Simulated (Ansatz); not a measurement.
Reaction (ligand exchange at a Ge–N bond): `B[NH][GeH3]` + H₂Te → `[GeH3][TeH]` + `BN`

Gas-phase electronic energies from Ansatz, PBE0-D4/def2-TZVP geometries. CCSD(T)/CBS adds triple-zeta CCSD(T) − MP2 to the extrapolated MP2 energy (def2 sets, frozen cores). This one scheme is used for every species. Elements past krypton have def2 core potentials. For Ge, Te outer-core shells are correlated without core-valence functions, which leaves a few kJ/mol of doubt a bond. Scalar relativity is left out up to krypton.

```csv
species,CCSD/def2-TZVPP energy (Eh)
`B[NH][GeH3]`,-2158.67601
H₂Te,-268.62036
`[GeH3][TeH]`,-2345.43898
`BN`,-81.87952
```

Problem. Work out ΔE.

Solution. ΔE = (-2345.43898) + (-81.87952) − (-2158.67601) − (-268.62036) = -0.02213 Eh = -13.9 kcal/mol. CCSD(T)/CBS gives -15.8 kcal/mol.

Largest T1 diagnostic among the species: 0.013.

Leaving LDA and LC-ωPBE aside and taking each functional with its dispersion term where it has one, the values, not all of them listed here, spread over 3.8 kcal/mol, from HSE06-D4 to B97M-V. LDA lies +1.1 kcal/mol from PBE without D4. At CCSD(T), def2-SVP lies +1.6 kcal/mol from the extrapolated value and def2-TZVPP +1.9 kcal/mol.
